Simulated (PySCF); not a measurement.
C₅H₁₀, SMILES CCC(C)=C.

Coordinates come from a PBE0-D3(BJ)/def2-SVP optimisation. Other conformers were not sampled.

Two levels are set side by side: PBE/def2-TZVP (PySCF) and M06-2X/def2-TZVP (PySCF). Same geometry, gas phase. Differences are taken from unrounded values.

```tsv
quantity	M06-2X
orbital gap (eV)	9.55
highest occupied level (eV)	-8.22
lowest empty level (eV)	1.33
dipole moment (D)	0.53
mean polarisability (bohr³)	61.9
```

**Question.** What does PBE give, and how far is it from M06-2X? (Estimate from the structure and the level; the computed values follow.)

**Answer.** 
| quantity | PBE | PBE minus M06-2X |
|---|---|---|
| orbital gap (eV) | 5.35 | -4.20 |
| highest occupied level (eV) | -5.91 | 2.31 |
| lowest empty level (eV) | -0.56 | -1.89 |
| dipole moment (D) | 0.58 | 0.05 |
| mean polarisability (bohr³) | 64.4 | 2.5 |

PBE's occupied levels lie high since its potential decays too fast outside the molecule; exact exchange lowers them and widens the gap. PBE's more diffuse valence density responds more strongly to a field. Differences between two approximate levels are no errors against the true value.

Rough cost on one machine, each run with all the roots and properties that it gave: M06-2X against PBE about 4 times.
